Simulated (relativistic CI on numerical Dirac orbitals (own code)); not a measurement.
## Au2+: 4f photoemission

Computed with this model: Dirac-Coulomb-Breit CI, KLI orbitals optimised for each configuration, model QED, valence Slater integrals scaled by 0.7, multiplet model of photoemission in the sudden approximation; configurations [Xe] 4f14 5d9 → [Xe] 4f13 5d9; 300 K; Lorentzian 0.35 eV and Gaussian 0.5 eV FWHM. Energies are those of the free ion, without screening or charge transfer. The energies are binding energies and can lie tens of eV above those of solids. S is read from ⟨S²⟩ = S(S + 1).

Field parameters in Wybourne normalisation: D3d B²₀ = −7Dσ, B⁴₀ = −14Dq − 21Dτ, B⁴₃ = −14√(10/7) Dq; D4h B²₀ = −7Ds, B⁴₀ = 21(Dq − Dt), B⁴₄ = 21√(5/14) Dq; Td as Oh with Dq negative (B⁴₀ = 21Dq, B⁴₄ = √(5/14) B⁴₀). The field is a parameter set, without covalency.

Computed curve for free ion, scaled to 100 at the maximum (points under 2 are left out and the grid is thinned):

Energy (eV), Intensity and a bar:
```
    110.4        2.2 
    110.6        2.8 
    110.8        3.6 
    111.0        5.1 #
    111.2        8.0 ##
    111.4       14.3 ####
    111.6       27.6 ########
    111.8       48.5 ##############
    112.0       73.7 ######################
    112.2       95.6 #############################
    112.3      100.0 ##############################
    112.5       87.8 ##########################
    112.7       57.3 #################
    112.9       31.3 #########
    113.1       19.2 #####
    113.3       16.1 ####
    113.5       14.1 ####
    113.7       10.5 ###
    113.9        7.5 ##
    114.1        6.4 #
    114.3        6.5 #
    114.5        6.6 #
    114.7        6.7 #
    114.9        7.7 ##
    115.1       11.7 ###
    115.3       21.9 ######
    115.5       38.3 ###########
    115.7       52.1 ###############
    115.9       54.1 ################
    116.1       49.3 ##############
    116.2       48.0 ##############
    116.4       49.0 ##############
    116.6       44.8 #############
    116.8       30.7 #########
    117.0       16.8 ####
    117.2        8.9 ##
    117.4        5.5 #
    117.6        4.0 #
    117.8        3.0 
    118.0        2.2
```

The ground state has S = 0.50, and the centroid lies at 113.96 eV.
